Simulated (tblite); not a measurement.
Species: C₆H₉O₂ (doublet state).
Numbering: `[CH2:1][O:2][C:3](=[O:4])/[C:5]([CH3:6])=[CH:7]\[CH3:8]` (hydrogens: H9, H10 on C1; H11, H12, H13 on C6; H14 on C7; H15, H16, H17 on C8)

Geometry (GFN2-xTB, Å), atoms numbered from 1 in this order:
```
atom  x, y, z in Å
C1     2.853   -1.129    0.546
O2     1.928   -0.320    0.050
C3     0.602   -0.548    0.335
O4     0.275   -1.489    1.032
C5    -0.251    0.462   -0.297
C6     0.455    1.532   -1.082
C7    -1.589    0.454   -0.194
C8    -2.448   -0.513    0.536
H9     2.566   -1.955    1.171
H10    3.863   -0.898    0.277
H11    1.015    1.096   -1.908
H12    1.162    2.066   -0.450
H13   -0.263    2.243   -1.483
H14   -2.131    1.248   -0.697
H15   -2.994    0.008    1.324
H16   -3.187   -0.934   -0.145
H17   -1.864   -1.312    0.977
```

Structure optimised with GFN2-xTB, isolated species. This method treats the open shell by occupation alone, without spin polarisation.

Masses are those of the commonest isotopes; rigid-rotor values at the optimised geometry. The values belong to one conformer with, in the numbering `[CH2:1][O:2][C:3](=[O:4])/[C:5]([CH3:6])=[CH:7]\[CH3:8]`, H–C1–O2–C3 0° and 180°, C1–O2–C3–O4 0°, O2–C3–C5–C6 -1°.

(1) Give the principal moments of inertia and the rotational constants in GHz.

(2) Classify the top.

(3) Is it planar, by Δ = Ic − Ia − Ib?

(4) List the rotational levels J(Ka,Kc) to J = 2 (cm⁻¹).

Results:

(1) Ia = 146.92, Ib = 325.00, Ic = 465.67 u·Å²; 505379 MHz·u·Å²/I gives 3440, 1555 and 1085 MHz, that is A = 3.4399, B = 1.5550, C = 1.0853 GHz.

(2) An asymmetric top: κ = (2 × 1555 − 3440 − 1085)/(3440 − 1085) = -0.60.

(3) Not planar: Δ = Ic − Ia − Ib = -6.25 u·Å². For a rigid frame Δ = −2 Σ m c², so Σ m c² = 3.13 u·Å² lies off the ab plane: 3.11 from hydrogen and 0.01 from heavier atoms. The atom farthest from that plane is 0.89 Å away.

(4) Above 0(0,0):
J = 1: 1(0,1) 0.0881, 1(1,1) 0.1509, 1(1,0) 0.1666
J = 2: 2(0,2) 0.2616, 2(1,2) 0.3114, 2(1,1) 0.3584, 2(2,1) 0.5470, 2(2,0) 0.5496
Those of J = 1 are B + C, A + C and A + B.

For this open shell read J as N, the rotation without spin; fine and hyperfine splittings come on top. Its GFN2-xTB frequencies are all real (lowest 33 cm⁻¹). Zero-point vibration and centrifugal distortion are left out.

On an Arm Neoverse V1 with one thread, no GPU, shared host, this took 0.47 s. These figures are those of the optimisation.

The numbers are calculated, not measured.
